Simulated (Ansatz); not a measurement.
F3H3OSi2, SMILES `F[SiH2]O[SiH](F)F`, relaxed with RKS PBE-D4/def2-SVP in the Gaussian-basis code of Ansatz from a rough embedded geometry. The force threshold is 0.03 eV/Å; the program also tests the step.

The species carries charge 0 and has multiplicity 1.

Start:

```xyz
9

F    -1.944    0.826   -0.981
Si   -0.428    0.537   -1.364
O     0.226   -0.523   -0.279
Si    0.485   -0.642    1.267
F     1.328    0.676    1.765
F     1.261   -1.954    1.685
H    -0.419   -0.057   -2.753
H     0.369    1.777   -1.372
H    -0.879   -0.642    2.033
```

(1) By how much does the energy fall, and how many steps does the optimiser take? (Best estimate.)

(2) Which bonds change most? (Best estimate.)

(3) Give the relaxed structure. (Best estimate.)

Answers

(1) The calculation gave: 0.34 eV, in 16 steps, 3 of them rejected.

(2) The calculation gave: Si4–H9 from 1.564 to 1.480 Å; O3–Si4 from 1.573 to 1.648 Å; F1–Si2 from 1.590 to 1.632 Å; Si4–F6 from 1.580 to 1.621 Å.

(3) The calculation gave: 
```xyz
9

F    -1.643    1.524   -1.085
Si   -0.399    0.529   -1.436
O    -0.210   -0.543   -0.168
Si    0.356   -0.650    1.376
F     0.693    0.843    1.918
F     1.749   -1.479    1.369
H    -0.757   -0.271   -2.643
H     0.830    1.367   -1.597
H    -0.619   -1.319    2.266
```
